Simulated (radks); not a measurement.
Se IV, configuration [Ar] 3d10 4s2 4p1. All-electron calculation, non-relativistic Kohn-Sham, r2SCAN, spin-polarised, spherical densities, point nucleus; open shells are filled with parallel spins first; meta-GGA in the generalised Kohn-Sham scheme. Program: a radial shooting solver on a logarithmic mesh with Libxc functionals.

Normalised radial functions P(r) = r R(r), r in bohr:

r           3p up  4p down
0.005521   0.0121   0.0039
0.00719    0.0199   0.0065
0.009362   0.0326   0.0106
0.01219    0.0527   0.0170
0.01587    0.0839   0.0271
0.02067    0.1310   0.0424
0.02713    0.2022   0.0654
0.03533    0.2980   0.0963
0.046      0.4204   0.1358
0.0599     0.5599   0.1804
0.07799    0.6886   0.2208
0.1016     0.7545   0.2396
0.1322     0.6853   0.2128
0.1722     0.4137   0.1184
0.2242    -0.0706  -0.0445
0.292     -0.6731  -0.2368
0.3802    -1.1910  -0.3749
0.495     -1.4100  -0.3644
0.6446    -1.2578  -0.1616
0.8394    -0.8643   0.1839
1.093     -0.4496   0.5494
1.423     -0.1703   0.7913
1.853     -0.0453   0.8000
2.413     -0.0075   0.5894
3.142     -0.0007   0.3059
4.091     0.0000   0.1029
5.327     0.0000   0.0213

3p up: eigenvalue -191.68 eV, 1 radial node at r = 0.217 bohr, <r> = 0.593 bohr, 90 % of the charge inside 0.906 bohr. 4p down (empty): eigenvalue -35.212 eV, 2 radial nodes at r = 0.210, 0.736 bohr, <r> = 1.86 bohr, 90 % of the charge inside 2.73 bohr.
